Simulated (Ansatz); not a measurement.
CH3AlI2, SMILES `[CH3][Al]([I])[I]`, relaxed with RKS PBE-D4/def2-SVP in Ansatz 0.2.0 from a rough embedded geometry. The force threshold is 0.03 eV/Å; the program also tests the step.

Charge 0, multiplicity 1. I: def2 effective core potential.

Start:

```xyz
7

C     0.536   -0.846   -0.187
Al   -0.474    0.776    0.169
I     0.563    2.566    1.664
I    -2.797    1.130   -0.752
H    -0.092   -1.547   -0.885
H     1.495   -0.651   -0.744
H     0.769   -1.428    0.735
```

```tsv
step	energy (eV)	largest force (eV/Å)	largest move (Å)
1	-23879.2756	1.595	0.000
2	-23879.3629	0.522	0.097
3	-23879.3756	0.068	0.039
4	-23879.3762	0.022	0.009
```

End:

```xyz
7

C     0.519   -0.872   -0.216
Al   -0.467    0.763    0.182
I     0.519    2.538    1.622
I    -2.751    1.163   -0.722
H    -0.067   -1.551   -0.866
H     1.476   -0.631   -0.724
H     0.771   -1.409    0.723
```

Hardware: 4 threads of a server CPU on a shared host. Wall time 4.2 s, peak host memory 0.17 GiB.
